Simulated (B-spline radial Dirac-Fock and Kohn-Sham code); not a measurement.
**Subshell photoionisation cross sections of Sm⁴⁺ against photon energy**

System: Sm⁴⁺ in the configuration [Xe] 4f4.

Calculated with an atomic code on a B-spline grid, using Dirac-Hartree-Slater photoionisation with all multipoles and Dirac-Fock thresholds. Values are in kb per electron; a dash marks an energy below the computed threshold. Values for outer subshells far above threshold carry numerical ripple of a few per cent.

```
hν (eV)     1s     3d3/2     3d5/2       4s     5p1/2
   89.9      –         –         –        –       102
    150      –         –         –        –      35.7
    200      –         –         –        –      24.9
    300      –         –         –        –      16.0
    615      –         –         –     36.4      7.57
    656      –         –         –     33.7      6.96
    800      –         –         –     25.9      5.27
   4000      –      5.71      5.31     1.78     0.335
   8530      –     0.455     0.410    0.407    0.0613
  15000      –    0.0584    0.0511    0.125    0.0147
  15300      –    0.0542    0.0474    0.120    0.0139
  43400      –  0.000918  0.000748   0.0111  0.000714
  44700      –  0.000815  0.000662   0.0103  0.000653
  86500  0.414  5.63e-05  4.32e-05  0.00196  8.52e-05
```

At 86500 eV the multipoles beyond E1 give 12.6 % of 1s, 50.3 % of 3d3/2, 51.8 % of 3d5/2, 16.5 % of 4s, 30.9 % of 5p1/2.
